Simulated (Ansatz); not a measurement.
C2H7BrGe can be A, `[GeH3][CH2]CBr`, or B, `[CH3][GeH]([CH3])[Br]`.

Gas-phase electronic energies from Ansatz, PBE0-D4/def2-TZVP geometries. CCSD(T)/CBS is the MP2 limit (def2-TZVPP, def2-QZVPP) plus CCSD(T) − MP2 in def2-TZVPP, frozen cores. Functionals use def2-TZVPP. For Br, Ge outer-core shells are correlated without core-valence functions, which leaves a few kJ/mol of doubt a bond. Scalar relativity is left out up to krypton. Each species was taken in one conformer, which may not be the lowest.

Q: Which isomer does CCSD(T)/CBS put lower? Give the gap. (An estimate is asked.)

A: The calculation gave: B, by 183.4 kJ/mol.

Q: Give E(B) − E(A) in kJ/mol with ωB97M-V, PBE-D4, HF/def2-TZVPP, CCSD/def2-TZVPP, r2SCAN-D4, PBE0-D4, CCSD(T)/def2-TZVPP. (Estimate.)

A: The calculation gave: ωB97M-V -186.5, PBE-D4 -177.5, HF/def2-TZVPP -194.7, CCSD/def2-TZVPP -185.4, r2SCAN-D4 -186.7, PBE0-D4 -184.3, CCSD(T)/def2-TZVPP -183.4. None reverses the order clearly.

Largest T1 diagnostic: 0.010.

From PBE to PBE0 (25 % exact exchange), in def2-TZVPP and without D4, E(B) − E(A) moves by −6.7 kJ/mol. In def2-TZVPP, CCSD(T) changes the Hartree–Fock value by +11.3 kJ/mol (the triples alone add +2.0 kJ/mol) and MP2 by +4.3 kJ/mol.
